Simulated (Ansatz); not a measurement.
Correlation energies of H₆SSi₃ (`[SiH3][SiH]1[SiH2]S1`) by basis set

Z-matrix (Å, degrees):
```
Si
Si 1 2.327
H 1 1.487 2 110.7
H 1 1.488 2 110.2 3 -120.5
H 1 1.485 2 108.0 3 119.9
Si 2 2.250 1 121.3 3 -135.5
S 2 2.167 1 113.7 3 -69.6
H 2 1.486 1 115.9 3 65.1
H 6 1.482 2 122.1 1 -157.8
H 6 1.482 2 122.0 1 -2.3
```

Charge 0, multiplicity 1. The structure was optimised at the PBE0-D4/def2-TZVP level. Frozen core, restricted reference, the Gaussian-basis code of Ansatz. CBS rows extrapolate triple and quadruple zeta; past MP2 they add the triple-zeta difference.

```tsv
basis	HF (Eh)	MP2 corr.	CCSD corr.	(T)	CCSD(T) total
def2-SVP	-1267.43774	-0.42073	-0.48618	-0.01656	-1267.94048
def2-TZVPP	?	-0.54000	-0.60526	-0.02797	?
def2-QZVPP	-1267.92486	?	–	–	–
CBS(def2)	?	-0.61611	?	as TZ	?
```

Question: Fill in the withheld values. (Best estimate.)

Answer: Computed: def2-TZVPP HF (Eh): -1267.88738; def2-TZVPP CCSD(T) total: -1268.52061; def2-QZVPP MP2 corr.: -0.58372; CBS(def2) HF (Eh): -1267.93003; CBS(def2) CCSD corr.: -0.68137; CBS(def2) CCSD(T) total: -1268.63937.
